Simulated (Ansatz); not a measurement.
Input and output for CH5BNO (`CO[B]N`) radical.

```yaml
crystal:
  periodic: [false, false, false]
  atoms:
    - {symbol: C, position_ang: [0.742287, 1.468058, 0.071259]}
    - {symbol: O, position_ang: [-0.111086, 0.376874, 0.340328]}
    - {symbol: B, position_ang: [-0.063022, -0.773994, -0.360311]}
    - {symbol: N, position_ang: [-0.902585, -1.853734, -0.100656]}
    - {symbol: H, position_ang: [1.423375, 1.247300, -0.754631]}
    - {symbol: H, position_ang: [0.137077, 2.340649, -0.185474]}
    - {symbol: H, position_ang: [1.325049, 1.695571, 0.966906]}
    - {symbol: H, position_ang: [-1.599549, -1.839371, 0.629758]}
    - {symbol: H, position_ang: [-0.863148, -2.707553, -0.624280]}
basis:
  gaussian: {orbitals: "6-311G**"}
magnetization: {spin_polarized: true, initial_magnetization: 3}
hamiltonian: {xc: {name: B2PLYP}}
accuracy: high
scf: {lower_state_search: light}
output: {forces: true}
```

```sh
$ ansatz run in.yaml --threads 2 --pin off --events-out ev --progress --plain --max-ram 32768MiB --backend cpu
```

Output, abridged:

```
Error: <dir> can't be read: No such file or directory (os error 2)
```
